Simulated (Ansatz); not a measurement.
`[NH2][GaH][Br]` + `[Cl][In]([Cl])[Br]` → `[Br][GaH][Br]` + `[NH2][In]([Cl])[Cl]` at 400 K and 1 bar (redistribution).

Calculated with Ansatz (gas phase, PBE0-D4/def2-TZVP geometries, no zero-point term in ΔE). CBS: MP2 limit from def2 TZ/QZ plus the TZ coupled-cluster correction, frozen cores. Elements past krypton have def2 core potentials. For Br, Ga, In outer-core shells are correlated without core-valence functions, which leaves a few kJ/mol of doubt a bond. Scalar relativity is left out up to krypton. One conformer a species, not always the lowest.

```csv
species,CCSD(T)/CBS energy (Eh),H − E (kJ/mol),S (J/(mol·K))
`[NH2][GaH][Br]`,-4553.84396,112.1,344.5
`[Cl][In]([Cl])[Br]`,-3682.84497,34.6,384.6
`[Br][GaH][Br]`,-7071.28437,44.7,343.0
`[NH2][In]([Cl])[Cl]`,-1165.39137,101.2,384.8
```

H − E and S are ideal-gas, rigid-rotor, harmonic terms from PBE0-D4/def2-TZVP, for one conformer and one mirror image of each species. 1 Eh = 2625.50 kJ/mol, R = 8.31446 J/(mol·K).

Task: By hand: ΔE, ΔH, ΔS and ΔG.

Result: ΔE = (-7071.28437) + (-1165.39137) − (-4553.84396) − (-3682.84497) = 0.01319 Eh = 34.6 kJ/mol. Δ(H − E) = 44.7 + 101.2 − 112.1 − 34.6 = -0.8, so ΔH = 33.8 kJ/mol. ΔS = 343.0 + 384.8 − 344.5 − 384.6 = -1.3 J/(mol·K). ΔG = 33.8 − 400 × (-1.3)/1000 = 34.3 kJ/mol.

Task: By hand: the equilibrium constant, and the temperature at which ΔG would vanish if ΔH and ΔS stayed fixed.

Result: log₁₀ K = −ΔG/(RT ln 10) = -4.5. ΔH and −TΔS have one sign here, so there is no such temperature. One of them is within its doubt of zero, so this could turn.

The number of gas molecules stays the same, so ΔS is small and ΔH decides. A doubt of 5 kJ/mol in ΔE shifts log₁₀ K by 0.7 here. Other conformers and mirror images would add mixing entropy, several J/(mol·K) or more a flexible species. These are equilibria of isolated gas molecules and say nothing of rates. Largest T1 diagnostic: 0.013 (customary marks: 0.02 for closed shells, 0.045 for open ones).
